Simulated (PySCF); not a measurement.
ECD: `C=C1C[C@H](C)[C@@H](Cl)[SiH2]1`, C6H11ClSi

Geometry:
| atom | x (Å) | y (Å) | z (Å) |
| --- | --- | --- | --- |
| C1 | -2.399 | -1.282 | 0.769 |
| C2 | -1.411 | -0.481 | 0.400 |
| C3 | 0.029 | -0.711 | 0.780 |
| C4 | 0.934 | -0.153 | -0.325 |
| C5 | 2.400 | -0.124 | 0.089 |
| C6 | 0.396 | 1.235 | -0.672 |
| Cl7 | 1.059 | 1.802 | -2.234 |
| Si8 | -1.514 | 1.063 | -0.683 |
| H9 | -3.420 | -1.085 | 0.487 |
| H10 | -2.234 | -2.165 | 1.369 |
| H11 | 0.234 | -1.768 | 0.956 |
| H12 | 0.234 | -0.171 | 1.710 |
| H13 | 0.826 | -0.790 | -1.210 |
| H14 | 2.757 | -1.128 | 0.307 |
| H15 | 3.008 | 0.292 | -0.711 |
| H16 | 2.532 | 0.491 | 0.978 |
| H17 | 0.745 | 1.961 | 0.064 |
| H18 | -2.022 | 0.811 | -2.029 |
| H19 | -2.161 | 2.214 | -0.053 |

Computed with TDDFT BHandHLYP/def2-SVPD circular dichroism and optical rotation, one conformer, gas phase (PySCF). Geometry: GFN2-xTB.

(1) What are the CIP labels of the stereocentres?

(2) List the lowest 12 singlet excitations with oscillator and rotatory strengths.

Results:

(1) C4 S, C6 R.

(2) Rotatory strengths R in 10⁻⁴⁰ esu² cm², velocity form and length form (origin at the centre of mass); f in length form.
| state | E (eV) | λ (nm) | f | R (velocity) | R (length) | main |
| --- | --- | --- | --- | --- | --- | --- |
| 1 | 6.38 | 194 | 0.011 | +44.4 | +43.6 | HOMO−1→LUMO 0.68, HOMO−3→LUMO 0.21 |
| 2 | 6.74 | 184 | 0.349 | +6.8 | +5.9 | HOMO→LUMO 0.93 |
| 3 | 6.98 | 178 | 0.025 | -29.2 | -27.9 | HOMO−1→LUMO+3 0.34, HOMO−3→LUMO 0.23 |
| 4 | 7.07 | 175 | 0.016 | +11.7 | +11.3 | HOMO→LUMO+2 0.65, HOMO→LUMO+1 0.28 |
| 5 | 7.40 | 168 | 0.003 | -10.3 | -9.5 | HOMO−1→LUMO+1 0.33, HOMO→LUMO+1 0.29 |
| 6 | 7.43 | 167 | 0.025 | +42.0 | +42.4 | HOMO−1→LUMO+1 0.31, HOMO→LUMO+1 0.29 |
| 7 | 7.49 | 165 | 0.003 | -6.6 | -6.0 | HOMO−2→LUMO 0.34, HOMO−2→LUMO+3 0.29 |
| 8 | 7.70 | 161 | 0.014 | -14.3 | -14.1 | HOMO−3→LUMO 0.34, HOMO−1→LUMO+2 0.30 |
| 9 | 7.96 | 156 | 0.028 | -1.3 | -2.4 | HOMO−1→LUMO+2 0.32, HOMO−1→LUMO+3 0.23 |
| 10 | 8.00 | 155 | 0.010 | +10.1 | +11.3 | HOMO→LUMO+5 0.38, HOMO→LUMO+3 0.34 |
| 11 | 8.17 | 152 | 0.001 | -1.2 | -0.2 | HOMO−2→LUMO+1 0.39, HOMO−2→LUMO 0.36 |
| 12 | 8.34 | 149 | 0.003 | -6.7 | -6.8 | HOMO−3→LUMO+1 0.31, HOMO−3→LUMO+2 0.11 |

Among the states computed, the strongest CD band (largest |R|) is state 1. The largest dissymmetry factor in size, g = 4R/(D+G), with D and G the electric and magnetic dipole strengths, is +0.038 for state 1 (velocity form, f = 0.011), among bands with |R| over 0.5. The mirror image has the same energies and oscillator strengths and all R with the opposite sign.
